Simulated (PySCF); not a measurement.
C₅H₇F, SMILES [C@H]1(C(=CC1)C)F. Coordinates come from a B3LYP-D3(BJ)/def2-SVP optimisation. The structure was generated by enumeration; whether it is a known compound was not checked.

Computed equilibrium geometry at B3LYP-D3(BJ)/def2-SVP (PySCF confirms it by a frequency run) as Cartesian coordinates in Å:
```xyz
13

C      2.0215    -0.1459     0.5395
C      0.5866     0.2089     0.3870
C     -0.3565     0.8146     1.1342
C     -1.4779     0.6160     0.1274
C     -0.3611     0.0141    -0.7790
F     -0.5564    -1.2890    -1.1944
H      2.1626    -1.2322     0.4084
H      2.4069     0.1387     1.5300
H      2.6378     0.3499    -0.2306
H     -0.3271     1.3073     2.1103
H     -1.9922     1.5146    -0.2546
H     -2.2290    -0.1404     0.4060
H     -0.1274     0.6175    -1.6749
```
Charge 0, spin multiplicity 1.
